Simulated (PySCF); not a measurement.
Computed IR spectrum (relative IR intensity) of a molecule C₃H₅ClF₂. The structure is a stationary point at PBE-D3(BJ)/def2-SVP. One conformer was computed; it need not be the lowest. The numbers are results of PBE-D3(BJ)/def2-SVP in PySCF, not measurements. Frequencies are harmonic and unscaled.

Lines under 2 % of the strongest are left out, and lines within 2 cm⁻¹ are merged.

ν (cm⁻¹): 97 (vw), 190 (vw), 326 (vw), 491 (w), 541 (vw), 751 (w), 808 (m), 855 (w), 918 (m), 940 (w), 1073 (m), 1131 (vs), 1217 (s), 1254 (m), 1270 (m), 1354 (s), 1386 (w), 1405 (w), 3026 (w), 3104 (vw) (against the strongest line: vs over 80 %, s over 45 %, m over 15 %, w over 4 %, vw less)

Problem. Which molecule gave these data?
(A) C[C@H](F)[C@H](F)Cl
(B) CC(F)(F)CCl
(C) C[C@@H](Cl)C(F)F
(D) CCC(F)(F)Cl

Solution. B, CC(F)(F)CCl
